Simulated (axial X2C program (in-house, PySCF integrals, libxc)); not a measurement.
# Spin–orbit effects along a row: molecules with F, PBE0

Calculated with an in-house all-electron X2C program for linear molecules (integrals from PySCF), spin-free (one-electron X2C) or two-component (2c: spin–orbit coupling with atomic mean-field Coulomb and Gaunt terms, which also bring small scalar terms), in Dyall basis sets with cores contracted in-house; open shells are unrestricted.

Basis sets: F dyall-av3z, F dyall-v3z, I dyall-v3z, In dyall-cv3z, Nb dyall-cv3z, Ru dyall-cv3z, Sb dyall-cv3z, Sn dyall-cv3z, Sr dyall-cv3z, Tc dyall-cv3z, Zr dyall-cv3z.

```json
{"molecule": "SrF", "spin-free state": "M_S = 1/2, Λ = 0", "Re (Å)": "2.064", "ωe (cm⁻¹)": "506.6", "De (eV)": "5.56", "2c state": "Ω = 1/2", "Re 2c (Å)": "2.064", "ωe 2c (cm⁻¹)": "506.6", "De 2c (eV)": "5.56"}
{"molecule": "ZrF", "spin-free state": "M_S = 3/2, Λ = 0", "Re (Å)": "1.878", "ωe (cm⁻¹)": "658.4", "De (eV)": "6.57", "2c state": "Ω = 3/2", "Re 2c (Å)": "1.878", "ωe 2c (cm⁻¹)": "658.4", "De 2c (eV)": "n/a"}
{"molecule": "NbF", "spin-free state": "M_S = 2, Λ = 1", "Re (Å)": "1.871", "ωe (cm⁻¹)": "658.7", "De (eV)": "5.66", "2c state": "Ω = 1", "Re 2c (Å)": "1.871", "ωe 2c (cm⁻¹)": "658.6", "De 2c (eV)": "n/a"}
{"molecule": "TcF", "spin-free state": "M_S = 3, Λ = 0", "Re (Å)": "1.967", "ωe (cm⁻¹)": "558.4", "De (eV)": "4.82", "2c state": "Ω = 3", "Re 2c (Å)": "1.967", "ωe 2c (cm⁻¹)": "558.3", "De 2c (eV)": "4.82"}
{"molecule": "RuF", "spin-free state": "M_S = 3/2, Λ = 3", "Re (Å)": "1.901", "ωe (cm⁻¹)": "562.8", "De (eV)": "3.95", "2c state": "Ω = 9/2", "Re 2c (Å)": "1.899", "ωe 2c (cm⁻¹)": "565.6", "De 2c (eV)": "n/a"}
{"molecule": "InF", "spin-free state": "M_S = 0, Λ = 0", "Re (Å)": "1.995", "ωe (cm⁻¹)": "524.5", "De (eV)": "5.44", "2c state": "Ω = 0", "Re 2c (Å)": "1.995", "ωe 2c (cm⁻¹)": "524.4", "De 2c (eV)": "n/a"}
{"molecule": "SnF", "spin-free state": "M_S = 1/2, Λ = 1", "Re (Å)": "1.949", "ωe (cm⁻¹)": "576.3", "De (eV)": "4.86", "2c state": "Ω = 1/2", "Re 2c (Å)": "1.952", "ωe 2c (cm⁻¹)": "572.7", "De 2c (eV)": "n/a"}
{"molecule": "SbF", "spin-free state": "M_S = 1, Λ = 0", "Re (Å)": "1.921", "ωe (cm⁻¹)": "609.2", "De (eV)": "4.13", "2c state": "Ω = 1", "Re 2c (Å)": "1.923", "ωe 2c (cm⁻¹)": "606.7", "De 2c (eV)": "4.07"}
{"molecule": "IF", "spin-free state": "M_S = 0, Λ = 0", "Re (Å)": "1.916", "ωe (cm⁻¹)": "636.1", "De (eV)": "2.83", "2c state": "Ω = 0", "Re 2c (Å)": "1.926", "ωe 2c (cm⁻¹)": "617.2", "De 2c (eV)": "2.64"}
```

Question: Work out the shifts from the spin-free to the two-component result.

Answer: 

```
molecule  2c state  ΔRe (Å)  Δωe (cm⁻¹)  ΔDe (eV)
     SrF   Ω = 1/2    0.000         0.0      0.00
     ZrF   Ω = 3/2    0.000         0.0       n/a
     NbF     Ω = 1    0.000        -0.1       n/a
     TcF     Ω = 3    0.000        -0.1      0.00
     RuF   Ω = 9/2   -0.002         2.8       n/a
     InF     Ω = 0    0.000        -0.1       n/a
     SnF   Ω = 1/2    0.003        -3.6       n/a
     SbF     Ω = 1    0.002        -2.5     -0.06
      IF     Ω = 0    0.010       -18.9     -0.19
```

Shifts of one unit in the last digit are rounding.

Each entry is the lowest single determinant of a limited PBE0 search at one distance. De goes to single-determinant-based atoms at the same level (for ions the charge split of lowest energy) and is withheld (n/a) where an atom does not fit its ground term or J level. Main or longest-lived isotopes. One determinant is a doubtful description, or other states lie close, for ZrF, NbF, TcF, RuF, SbF; these need not be ground states, and all values refer to the states named. Some open-shell Ω = 0 determinants are out of reach, so the Ω given for NbF, TcF, SbF need not be the lowest component. With several unpaired electrons the Ω given is that of one determinant, not necessarily of the lowest component. Some light 2c atoms are not at their ground J level, so De misses part of their lowering (0.04 eV or less). The functionals have no current term, which raises determinants with orbital currents.
